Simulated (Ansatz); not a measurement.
Species: C2H7Si (charge -1, singlet). It need not be the lowest isomer of its formula. Whether it binds its extra electron was not tested at this geometry. 
Structure (B3LYP-D3(BJ)/def2-TZVP (Ansatz, a quantum-chemistry and plane-wave program) minimum search):
```xyz
10

Si    -0.0164     0.4868     0.0844
C     -1.6212    -0.2645     0.1038
C      1.4174    -0.7299    -0.2920
H      0.0691     1.5701    -0.9648
H      0.6230     1.2061     1.2909
H     -1.8601    -1.0113     0.8630
H     -2.4811     0.3497    -0.1632
H      1.4176    -1.5377     0.4484
H      1.2876    -1.1877    -1.2763
H      2.3963    -0.2375    -0.2501
```
Charge -1, spin multiplicity 1.

Total electronic energies in hartree. Cores are frozen in the correlated levels unless marked. Spin-orbit coupling is left out. Non-relativistic. CBS(X,Y): correlation extrapolated as X^-3; Hartree-Fock from the larger set.

```json
[
 {"level": "HF/STO-3G", "program": "Ansatz", "energy (Eh)": "-364.23131"},
 {"level": "HF/6-31G", "program": "Ansatz", "energy (Eh)": "-368.56972"},
 {"level": "HF/aug-cc-pV(T+d)Z", "program": "Ansatz", "energy (Eh)": "-368.73708"},
 {"level": "PBE/def2-TZVPD", "program": "Ansatz", "energy (Eh)": "-369.66147"},
 {"level": "BLYP-D3(BJ)/def2-TZVPD", "program": "Ansatz + dftd3", "energy (Eh)": "-369.88919"},
 {"level": "BLYP/def2-TZVPD", "program": "Ansatz", "energy (Eh)": "-369.87557"},
 {"level": "PBE0/STO-3G", "program": "Ansatz", "energy (Eh)": "-365.18205"},
 {"level": "PBE0/def2-SVP", "program": "Ansatz", "energy (Eh)": "-369.50014"},
 {"level": "PBE0-D3(BJ)/def2-TZVP", "program": "Ansatz + dftd3", "energy (Eh)": "-369.70679"},
 {"level": "r2SCANh/def2-TZVPD", "program": "Ansatz", "energy (Eh)": "-369.84772"},
 {"level": "LC-wPBE/def2-TZVPD", "program": "Ansatz", "energy (Eh)": "-369.79275"},
 {"level": "B2GP-PLYP-D4/def2-TZVPD", "program": "Ansatz + dftd4", "energy (Eh)": "-369.66782"},
 {"level": "B2PLYP-D4/def2-TZVPD", "program": "Ansatz + dftd4", "energy (Eh)": "-369.72920"},
 {"level": "RPA@PBE/cc-pV(Q+d)Z", "program": "Ansatz", "energy (Eh)": "-369.66864"},
 {"level": "RI-MP2/aug-cc-pV(Q+d)Z", "program": "Ansatz", "energy (Eh)": "-369.29231"},
 {"level": "RI-MP2/CBS(aug-cc-pV(T+d)Z,aug-cc-pV(Q+d)Z)", "program": "Ansatz", "energy (Eh)": "-369.3125"},
 {"level": "SCS-MP2/aug-cc-pV(T+d)Z", "program": "Ansatz", "energy (Eh)": "-369.26859"},
 {"level": "SCS-MP2/cc-pV(T+d)Z", "program": "Ansatz", "energy (Eh)": "-369.24893"},
 {"level": "SCS-MP2/cc-pV(5+d)Z", "program": "Ansatz", "energy (Eh)": "-369.31668"},
 {"level": "CCSD/6-31G*", "program": "Ansatz", "energy (Eh)": "-369.04360"},
 {"level": "CCSD/aug-cc-pV(Q+d)Z", "program": "Ansatz", "energy (Eh)": "-369.32596"},
 {"level": "CCSD/cc-pV(5+d)Z", "program": "Ansatz", "energy (Eh)": "-369.33131"},
 {"level": "CCSD(T)/CBS(aug-cc-pV(T+d)Z,aug-cc-pV(Q+d)Z)", "program": "Ansatz", "energy (Eh)": "-369.3675"}
]
```

Totals of different functionals don't rank their quality; only differences between species are comparable.
